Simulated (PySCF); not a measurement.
Compound: C7H7NO.
Numbering: `[N:1]#[C:2][CH2:3][C@@H:4]1[CH2:5][CH:6]=[CH:7][C:8]1=[O:9]` (hydrogens: H10, H11 on C3; H12 on C4; H13, H14 on C5; H15 on C6; H16 on C7)

The calculation used TDDFT PBE0/def2-SVPD, vertical, gas phase, core orbitals frozen in the response in PySCF. Geometry: GFN2-xTB, one conformer, isolated molecule. Torsions of this conformer, `[N:1]#[C:2][CH2:3][C@@H:4]1[CH2:5][CH:6]=[CH:7][C:8]1=[O:9]`: C2–C3–C4–C5 -66°.

Frontier orbitals with the atoms that hold most of them (Löwdin shares over 4%, at most four atoms; ? is withheld):

| orbital | ε (eV) | atoms |
| --- | --- | --- |
| LUMO+2 | 0.46 | N1 16%, C2 14%, C7 14%, C3 9% |
| LUMO+1 | 0.27 | C2 11%, C6 11%, C7 10%, C5 9% |
| LUMO | -1.93 | C6 29%, C8 20%, O9 20%, C7 14% |
| HOMO | ? | ? |
| HOMO-1 | -8.50 | ? |
| HOMO-2 | -9.57 | N1 42%, C2 31%, C3 11%, H10 6% |
| HOMO-3 | -9.63 | N1 43%, C2 32%, C3 10%, C4 7% |

Problem. Which atoms hold the HOMO, and with what shares?

Solution. O9 (bonded to C) 58%; C8 (bonded to 2 C and O) 12%; C4 (bonded to 3 C and H) 12%; C7 (bonded to 2 C and H) 9%. By element: oxygen 58%, carbon 33% or more.

Problem. Which atoms hold the HOMO-1, and with what shares?

Solution. C7 (bonded to 2 C and H) 30%; C6 (bonded to 2 C and H) 26%; O9 (bonded to C) 16%; C5 (bonded to 2 C and 2 H) 8%. By element: carbon 65% or more, oxygen 16%.

Problem. What is the HOMO energy, and the HOMO–LUMO gap?

Solution. ε(HOMO) = -7.69 eV; the gap is 5.76 eV (0.2116 hartree).

Problem. The HOMO–LUMO gap is 5.76 eV. Where does the response calculation put the lowest singlet, and from which orbitals?

Solution. S1 is at 3.85 eV (f = 0.0003), 1.91 eV below the gap, made of HOMO→LUMO (97%). Without the coupling terms of the response equations the lowest excitation would equal the gap.

Problem. Give energy, strength and leading configuration of S1, S2 and S4, and follow the Löwdin shares of the leading atoms from the occupied to the empty orbital.

Solution. 
- S1 (3.85 eV, f 0.0003), HOMO→LUMO (97%): O9 58% → 20%, C8 12% → 20%, C6 at most 9% → 29%
- S2 (6.05 eV, f 0.249), HOMO-1→LUMO (94%): C7 30% → 14%, C6 26% → 29%, C8 at most 9% → 20%
- S4 (6.69 eV, f 0.0050), HOMO-2→LUMO (86%): N1 42% → at most 14%, C2 31% → at most 14%, C6 at most 6% → 29%, C8 at most 6% → 20%
